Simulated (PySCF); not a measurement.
Simulation results for B₂H₂N

Computed with PySCF 2.14.0. Calculation on a computer-drawn molecule: vertical ionisation energy to the stated ion spin, frozen-core CCSD(T) at the basis limit and cheaper methods, single-reference cases, UHF for radicals, no spin-orbit; all values are single points at the evaluated structure, the first of each entry, which is the reference or a displaced copy of it and isn't optimised; the reference structure only sets the zero of the energies above reference; triples share is (T) over the correlation energy.

Common to all runs: charge 1; multiplicity 1; ion multiplicity 2; diffuse functions no; basis cc-pVnZ; reference is the Hartree-Fock double-zeta minimum; best is HF at quadruple zeta + MP2 correlation extrapolated from triple and quadruple zeta + CCSD(T) minus MP2 at triple zeta; basis step is the size of the change from the same recipe one zeta lower.

(1) B₂H₂N

Evaluated structure:
```xyz
5
B2H2N
B     -2.9269     0.7473    -1.5718
N     -1.9454     0.9504    -0.5679
B     -1.0444     1.1441     0.3429
H     -3.7424     0.6645    -2.4030
H     -0.2517     1.2590     1.1664
```

Reference structure:
```xyz
5
B2H2N
B     -2.9388     0.7590    -1.5943
N     -2.0550     0.9117    -0.6738
B     -1.1712     1.0642     0.2466
H     -3.7422     0.6203    -2.4311
H     -0.3676     1.2031     1.0834
```

* ionisation energy best: 19.13 eV
* ionisation energy basis step: 0.02273 eV
* energy above reference best: 10.43 kcal/mol
* energy above reference basis step: 0.9559 kcal/mol
* ionisation energy Koopmans at triple zeta: 19.19 eV
* ionisation energy EOM CCSD at triple zeta: 18.89 eV
* total energy HF triple zeta: -104.7644 hartree
* total energy CCSD(T) triple zeta: -105.1442 hartree
* total energy best: -105.1915 hartree
* T1 diagnostic at triple zeta: 0.01603
* D1 diagnostic at triple zeta: 0.03724
* ion T1 diagnostic at triple zeta: 0.01216
* ion D1 diagnostic at triple zeta: 0.0312
* ion spin squared at triple zeta: 0.7571
* triples share at triple zeta: 0.04763
* basis functions triple zeta: 118

Drawn bonds:
```
atom  other atom  order
   1           2      2
   2           3      1
   1           4      1
   3           5      1
```

Triple zeta:
```
 method  ionisation energy (eV)  energy above reference (kcal/mol)
     HF                   17.07                              13.51
    PBE                   19.29                              9.144
 r2SCAN                   19.04                              10.62
  B3LYP                   19.11                              10.93
  wB97X                   18.87                              11.15
    MP2                   19.18                              9.596
   CCSD                   18.78                              10.51
CCSD(T)                   19.01                              9.528
```

(2) B₂H₂N

Evaluated structure:
```xyz
5
B2H2N
B     -2.9183     0.6960    -1.6072
N     -2.0856     0.9101    -0.7432
B     -1.1358     1.0062     0.2517
H     -3.7364     0.6296    -2.4517
H     -0.3426     1.1679     1.0645
```

Reference structure:
```xyz
5
B2H2N
B     -2.9388     0.7590    -1.5943
N     -2.0550     0.9117    -0.6738
B     -1.1712     1.0642     0.2466
H     -3.7422     0.6203    -2.4311
H     -0.3676     1.2031     1.0834
```

- ionisation energy best: 19.79 eV
- ionisation energy basis step: 0.02717 eV
- energy above reference best: 9.889 kcal/mol
- energy above reference basis step: 0.08366 kcal/mol
- ionisation energy Koopmans at triple zeta: 19.89 eV
- ionisation energy EOM CCSD at triple zeta: 19.56 eV
- total energy HF triple zeta: -104.7693 hartree
- total energy CCSD(T) triple zeta: -105.1436 hartree
- total energy best: -105.1924 hartree
- T1 diagnostic at triple zeta: 0.0144
- D1 diagnostic at triple zeta: 0.03317
- ion T1 diagnostic at triple zeta: 0.01096
- ion D1 diagnostic at triple zeta: 0.02683
- ion spin squared at triple zeta: 0.756
- triples share at triple zeta: 0.04467
- basis functions triple zeta: 118

Drawn bonds:
```
atom  other atom  order
   1           2      2
   2           3      1
   1           4      1
   3           5      1
```

Triple zeta:
```
 method  ionisation energy (eV)  energy above reference (kcal/mol)
     HF                    17.8                              10.45
    PBE                   19.91                              9.718
 r2SCAN                   19.71                              9.956
  B3LYP                   19.78                               9.93
  wB97X                   19.56                               9.98
    MP2                   19.83                              9.926
   CCSD                   19.46                              9.981
CCSD(T)                   19.67                              9.862
```

(3) B₂H₂N

Evaluated structure:
```xyz
5
B2H2N
B     -2.9381     0.7730    -1.5859
N     -2.0988     0.9169    -0.6461
B     -1.1900     1.0464     0.1871
H     -3.7263     0.6213    -2.3697
H     -0.3693     1.2250     1.1054
```

Reference structure:
```xyz
5
B2H2N
B     -2.9388     0.7590    -1.5943
N     -2.0550     0.9117    -0.6738
B     -1.1712     1.0642     0.2466
H     -3.7422     0.6203    -2.4311
H     -0.3676     1.2031     1.0834
```

- ionisation energy best: 20.28 eV
- ionisation energy basis step: 0.03049 eV
- energy above reference best: 5.496 kcal/mol
- energy above reference basis step: 0.477 kcal/mol
- ionisation energy Koopmans at triple zeta: 20.4 eV
- ionisation energy EOM CCSD at triple zeta: 20.07 eV
- total energy HF triple zeta: -104.7785 hartree
- total energy CCSD(T) triple zeta: -105.1498 hartree
- total energy best: -105.1994 hartree
- T1 diagnostic at triple zeta: 0.01291
- D1 diagnostic at triple zeta: 0.02934
- ion T1 diagnostic at triple zeta: 0.01029
- ion D1 diagnostic at triple zeta: 0.02421
- ion spin squared at triple zeta: 0.7553
- triples share at triple zeta: 0.04294
- basis functions triple zeta: 118

Drawn bonds:
```
atom  other atom  order
   1           2      2
   2           3      1
   1           4      1
   3           5      1
```

Triple zeta:
```
 method  ionisation energy (eV)  energy above reference (kcal/mol)
     HF                   18.33                              4.633
    PBE                   20.34                              5.891
 r2SCAN                    20.2                              5.416
  B3LYP                   20.27                              5.249
  wB97X                   20.07                              5.264
    MP2                   20.31                              6.048
   CCSD                   19.97                               5.61
CCSD(T)                   20.16                              5.981
```

(4) B₂H₂N

Evaluated structure:
```xyz
5
B2H2N
B     -2.9381     0.7730    -1.5859
N     -2.0988     0.9169    -0.6461
B     -1.2926     1.0318     0.0930
H     -3.7263     0.6213    -2.3697
H     -0.4719     1.2104     1.0113
```

Reference structure:
```xyz
5
B2H2N
B     -2.9388     0.7590    -1.5943
N     -2.0550     0.9117    -0.6738
B     -1.1712     1.0642     0.2466
H     -3.7422     0.6203    -2.4311
H     -0.3676     1.2031     1.0834
```

- ionisation energy best: 21.2 eV
- ionisation energy basis step: 0.03557 eV
- energy above reference best: 44.94 kcal/mol
- energy above reference basis step: 1.751 kcal/mol
- ionisation energy Koopmans at triple zeta: 21.39 eV
- ionisation energy EOM CCSD at triple zeta: 21.01 eV
- total energy HF triple zeta: -104.7188 hartree
- total energy CCSD(T) triple zeta: -105.0846 hartree
- total energy best: -105.1365 hartree
- T1 diagnostic at triple zeta: 0.01168
- D1 diagnostic at triple zeta: 0.0261
- ion T1 diagnostic at triple zeta: 0.01987
- ion D1 diagnostic at triple zeta: 0.08383
- ion spin squared at triple zeta: 0.7549
- triples share at triple zeta: 0.03972
- basis functions triple zeta: 118

Drawn bonds:
```
atom  other atom  order
   1           2      2
   2           3      1
   1           4      1
   3           5      1
```

Triple zeta:
```
 method  ionisation energy (eV)  energy above reference (kcal/mol)
     HF                   19.34                              42.09
    PBE                    20.8                              46.49
 r2SCAN                   20.87                              44.69
  B3LYP                   20.99                              43.84
  wB97X                   20.99                               44.1
    MP2                   21.23                              46.95
   CCSD                   20.91                              45.67
CCSD(T)                   21.08                              46.93
```

(5) B₂H₂N

Evaluated structure:
```xyz
5
B2H2N
B     -2.9381     0.7730    -1.5859
N     -2.0988     0.9169    -0.6461
B     -1.0463     1.0669     0.3188
H     -3.7263     0.6213    -2.3697
H     -0.2256     1.2455     1.2371
```

Reference structure:
```xyz
5
B2H2N
B     -2.9388     0.7590    -1.5943
N     -2.0550     0.9117    -0.6738
B     -1.1712     1.0642     0.2466
H     -3.7422     0.6203    -2.4311
H     -0.3676     1.2031     1.0834
```

* ionisation energy best: 19.18 eV
* ionisation energy basis step: 0.02357 eV
* energy above reference best: 15.31 kcal/mol
* energy above reference basis step: 0.8129 kcal/mol
* ionisation energy Koopmans at triple zeta: 19.26 eV
* ionisation energy EOM CCSD at triple zeta: 18.94 eV
* total energy HF triple zeta: -104.7565 hartree
* total energy CCSD(T) triple zeta: -105.1362 hartree
* total energy best: -105.1837 hartree
* T1 diagnostic at triple zeta: 0.01604
* D1 diagnostic at triple zeta: 0.03724
* ion T1 diagnostic at triple zeta: 0.01204
* ion D1 diagnostic at triple zeta: 0.03064
* ion spin squared at triple zeta: 0.757
* triples share at triple zeta: 0.04736
* basis functions triple zeta: 118

Drawn bonds:
```
atom  other atom  order
   1           2      2
   2           3      1
   1           4      1
   3           5      1
```

Triple zeta:
```
 method  ionisation energy (eV)  energy above reference (kcal/mol)
     HF                   17.12                              18.47
    PBE                   19.33                              13.84
 r2SCAN                   19.09                              15.45
  B3LYP                   19.15                              15.79
  wB97X                   18.92                              15.91
    MP2                   19.23                              14.77
   CCSD                   18.83                              15.44
CCSD(T)                   19.06                              14.53
```

(6) B₂H₂N

Evaluated structure:
```xyz
5
B2H2N
B     -2.9381     0.7730    -1.5859
N     -2.0988     0.9169    -0.6461
B     -1.0251     1.0699     0.3383
H     -3.7263     0.6213    -2.3697
H     -0.2044     1.2485     1.2566
```

Reference structure:
```xyz
5
B2H2N
B     -2.9388     0.7590    -1.5943
N     -2.0550     0.9117    -0.6738
B     -1.1712     1.0642     0.2466
H     -3.7422     0.6203    -2.4311
H     -0.3676     1.2031     1.0834
```

* ionisation energy best: 19.03 eV
* ionisation energy basis step: 0.02278 eV
* energy above reference best: 19.89 kcal/mol
* energy above reference basis step: 0.9536 kcal/mol
* ionisation energy Koopmans at triple zeta: 19.12 eV
* ionisation energy EOM CCSD at triple zeta: 18.79 eV
* total energy HF triple zeta: -104.7481 hartree
* total energy CCSD(T) triple zeta: -105.1291 hartree
* total energy best: -105.1764 hartree
* T1 diagnostic at triple zeta: 0.01665
* D1 diagnostic at triple zeta: 0.03874
* ion T1 diagnostic at triple zeta: 0.01236
* ion D1 diagnostic at triple zeta: 0.03161
* ion spin squared at triple zeta: 0.7574
* triples share at triple zeta: 0.048
* basis functions triple zeta: 118

Drawn bonds:
```
atom  other atom  order
   1           2      2
   2           3      1
   1           4      1
   3           5      1
```

Triple zeta:
```
 method  ionisation energy (eV)  energy above reference (kcal/mol)
     HF                   16.96                              23.74
    PBE                   19.19                              18.15
 r2SCAN                   18.94                              20.07
  B3LYP                      19                              20.46
  wB97X                   18.77                              20.65
    MP2                   19.08                              19.28
   CCSD                   18.68                              20.09
CCSD(T)                   18.91                              18.99
```
